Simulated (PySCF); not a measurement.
difluoro(prop-1-en-2-yl)borane (C3H5BF2), SMILES CC(B(F)F)=C.

Geometry optimised at B3LYP-D3(BJ)/def2-SVP. One conformer was computed; it need not be the lowest.

Level of theory: PBE/def2-TZVP (PySCF).

Gas-phase values at a fixed geometry.

Computed frontier levels, gap, dipole moment and polarisability:
```yaml
highest_occupied_level: -6.89 eV
lowest_empty_level: -2.28 eV
orbital_gap: 4.61 eV
dipole_moment: 1.81 D
quadrupole, principal values (traceless, Buckingham form, about the centre of nuclear charge): -0.88, 0.18, 0.70 D·Å
mean_static_polarisability: 51.3 bohr³ (7.60 Å³)
polarisability_principal_values: 36.1, 53.5, 64.3 bohr³
```
